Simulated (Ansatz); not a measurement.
Reaction (substitution at a C–C bond): `C[CH](C)[Ge][F]` + `CB(N)O` → `COB(C)N` + `C[CH2][Ge][F]`

Program: Ansatz. Geometries: PBE0-D4/def2-TZVP. ΔE: electronic, gas phase. CCSD(T)/CBS adds triple-zeta CCSD(T) − MP2 to the extrapolated MP2 energy (def2 sets, frozen cores). This one scheme is used for every species. DFT in def2-TZVPP. B3LYP here is the variant with VWN-RPA as its local correlation; programs differ in this. For Ge outer-core shells are correlated without core-valence functions, which leaves a few kJ/mol of doubt a bond. Scalar relativity is left out up to krypton. One conformer a species, not always the lowest.

```
             level  ΔE (kJ/mol)  difference from CCSD(T)/CBS
            PBE-D4         51.0                         -5.0
         r2SCAN-D4         50.9                         -5.1
           PBE0-D4         52.4                         -3.6
          B3LYP-D4         46.9                         -9.1
           ωB97X-V         48.3                         -7.7
           ωB97M-V         51.1                         -4.9
               PBE         48.9                         -7.1
            r2SCAN         50.5                         -5.5
              PBE0         50.6                         -5.4
             B3LYP         43.2                        -12.8
     HF/def2-TZVPP         39.7                        -16.3
SCS-MP2/def2-TZVPP         54.8                         -1.2
     HF/def2-QZVPP         39.1                        -16.9
SCS-MP2/def2-QZVPP         55.5                         -0.5
      HF/CBS(def2)         39.0                        -17.0
    CCSD/CBS(def2)         54.6                         -1.4
       CCSD(T)/CBS         56.0                            0
```

Largest T1 diagnostic among the species: 0.013.

The D4 term adds +3.7 kJ/mol with B3LYP and +1.8 kJ/mol with PBE0; it sums over pairs of atoms, weighted by their polarisabilities, and B3LYP, whose exchange is more repulsive, gets the larger term. In def2-TZVPP, CCSD(T) changes the Hartree–Fock value by +14.8 kJ/mol (the triples alone add +1.4 kJ/mol) and MP2 by +21.3 kJ/mol.
